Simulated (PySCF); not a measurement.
H3P2, SMILES [PH]P, multiplicity 2. Atoms are numbered in the order given.

```xyz
5

P      0.9630    -0.4332     0.4120
P     -0.8857     0.3148    -0.4544
H      1.6728     0.7345     0.0087
H     -1.0552     1.5052     0.3022
H     -1.7762    -0.4647     0.3261
```
Charge 0, spin multiplicity 2.

Geometry optimised at r2SCAN-D4/def2-TZVP. The isomer is the one that the SMILES or the coordinates give; other isomers of the formula were not compared.

Method: PBE/def2-TZVPD (PySCF).

Mulliken values depend strongly on the basis, most of all with diffuse functions as here. ESP charges are fitted to the potential on shells at 1.4 to 2.0 van der Waals radii. Atomic charges (e):

| atom | meta-Löwdin | ESP fit | Mulliken | Mulliken spin |
|---|---|---|---|---|
| P1 | [?] | -0.14 | -0.14 | 0.93 |
| P2 | [?] | -0.14 | -0.20 | 0.05 |
| H3 | [?] | 0.10 | 0.11 | -0.03 |
| H4 | [?] | 0.07 | 0.12 | 0.04 |
| H5 | [?] | 0.11 | 0.11 | 0.01 |

Task: Some entries are withheld; supply them. (The exact figures need the calculation; the answer reports its results.)

Result: 
- P1, meta-Löwdin: -0.08
- P2, meta-Löwdin: 0.00
- H3, meta-Löwdin: 0.02
- H4, meta-Löwdin: 0.03
- H5, meta-Löwdin: 0.03
